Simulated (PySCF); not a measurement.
Species: C₄H₁₁NSi.
SMILES with atom numbers: `[CH3:1]/[CH:2]=[C:3](\[CH3:4])[SiH2:5][NH2:6]` (hydrogens: H7, H8, H9 on C1; H10 on C2; H11, H12, H13 on C4; H14, H15 on Si5; H16, H17 on N6)

The calculation used PySCF, PBE0-D3(BJ)/def2-SVP geometry optimisation, gas phase.

Q: Give the optimised bond lengths and angles.

A: 
```json
{"bond": "C1–C2", "length (Å)": "1.493", "order": "single"}
{"bond": "C2=C3", "length (Å)": "1.348", "order": "double"}
{"bond": "C3–C4", "length (Å)": "1.502", "order": "single"}
{"bond": "C3–Si5", "length (Å)": "1.873", "order": "single"}
{"bond": "Si5–N6", "length (Å)": "1.736", "order": "single"}
{"bond": "C1–H7, C1–H8, C1–H9", "length (Å)": "1.102", "order": "single"}
{"bond": "C2–H10", "length (Å)": "1.099", "order": "single"}
{"bond": "C4–H11, C4–H12, C4–H13", "length (Å)": "1.102", "order": "single"}
{"bond": "Si5–H14, Si5–H15", "length (Å)": "1.501", "order": "single"}
{"bond": "N6–H16, N6–H17", "length (Å)": "1.014", "order": "single"}
```

Bonds in one row agree within 0.01 Å and their mean is given. Orders are formal, as drawn. A selection of angles:
```json
{"angle": "C2–C1–H7", "degrees": "110.8"}
{"angle": "C2–C1–H8", "degrees": "110.4"}
{"angle": "C2–C1–H9", "degrees": "113.2"}
{"angle": "H7–C1–H8", "degrees": "106.2"}
{"angle": "H7–C1–H9", "degrees": "108.2"}
{"angle": "C1–C2–C3", "degrees": "128.1"}
{"angle": "C1–C2–H10", "degrees": "114.5"}
{"angle": "C3–C2–H10", "degrees": "117.4"}
{"angle": "C2–C3–C4", "degrees": "124.9"}
{"angle": "C2–C3–Si5", "degrees": "118.0"}
{"angle": "C4–C3–Si5", "degrees": "117.1"}
{"angle": "C3–C4–H11", "degrees": "113.5"}
{"angle": "C3–C4–H12", "degrees": "110.4"}
{"angle": "C3–C4–H13", "degrees": "110.6"}
{"angle": "H11–C4–H12", "degrees": "108.4"}
{"angle": "H12–C4–H13", "degrees": "106.0"}
{"angle": "C3–Si5–N6", "degrees": "109.3"}
{"angle": "C3–Si5–H14", "degrees": "112.3"}
{"angle": "C3–Si5–H15", "degrees": "106.7"}
{"angle": "N6–Si5–H14", "degrees": "104.8"}
{"angle": "N6–Si5–H15", "degrees": "116.1"}
{"angle": "H14–Si5–H15", "degrees": "107.8"}
{"angle": "Si5–N6–H16", "degrees": "119.6"}
{"angle": "H16–N6–H17", "degrees": "110.7"}
```

Torsions: C1–C2–C3–C4 1° (synperiplanar); C2–C3–Si5–N6 -128° (anticlinal). The mirror-image conformer, all signs reversed, is as good.

N6 (silicon-bound nitrogen) has angles 119.6°, 119.6° and 110.7°, sum 349.9°, 0.22 Å off the plane of its three neighbours. Of the pairs four or more bonds apart, H9···H11 is among the closest relative to their van der Waals radii: 2.05 Å, 85 % of the sum of Bondi's values. Si5 (SiH2 silicon) is distorted tetrahedral (angles from 104.8° to 116.1°). The C–C distances run from 1.348 Å (C2=C3, drawn double) to 1.502 Å (C3–C4, drawn single), a spread of 0.154 Å.

Point group: C1 (no symmetry element, even within 0.4 Å). Whether it is a minimum is left open (no frequencies). The numbers are those of one conformer (C2–C3–Si5–N6 -128°, C3–Si5–N6–H 62° and -155°).
